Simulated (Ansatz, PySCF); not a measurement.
Isomers of H2OSi: 1 is O[SiH], 2 is O=[SiH2]; one conformer of each (the lowest of an xTB search), B3LYP-D3(BJ)/def2-TZVP minima.
Isomer 1 (charge 0, multiplicity 1):
```xyz
4

O     -0.899     0.353     0.015
Si     0.693     0.819     0.016
H     -1.122    -0.583    -0.007
H      1.328    -0.589    -0.024
```
Isomer 2 (charge 0, multiplicity 1):
```xyz
4

O      1.275    -0.460     0.431
Si     0.028    -0.010    -0.313
H     -1.095    -0.908    -0.667
H     -0.208     1.378    -0.770
```

No zero-point or thermal terms.

Frozen-core correlation. CBS(a, b) extrapolates the correlation energy as X⁻³ and adds the Hartree–Fock energy of set b. Rows in 6-311+G**, 6-31G*, LANL2DZ carry no dispersion term and start afresh at each structure (6-31G* with six Cartesian d functions). LANL2DZ brings its own core potentials from Na on.

Programs: Ansatz (Gaussian basis) for Hartree–Fock, density functionals and correlated methods; PySCF for 6-311+G** rows, 6-31G* rows, LANL2DZ rows, the dispersion terms. 

```csv
level,electronic energy of isomer 2 less that of isomer 1 (kJ/mol)
BP86/6-31G*,-10.2
revPBE/def2-TZVPP,-2.2
r2SCAN-D3(BJ)/def2-TZVPP,-8.3
B3LYP/6-31G*,-3.6
B3LYP/6-311+G**,12.2
B3LYP/LANL2DZ,46.7
MP2/cc-pV(D+d)Z,-10.9
CCSD/cc-pV(D+d)Z,15.1
"CCSD(T)/CBS(cc-pV(T+d)Z, cc-pV(Q+d)Z)",___
```

Q: Fill in the missing entries.

A: 
- CCSD(T)/CBS(cc-pV(T+d)Z, cc-pV(Q+d)Z), electronic energy of isomer 2 less that of isomer 1 (kJ/mol): 2.8

Ansatz is a first-principles code.
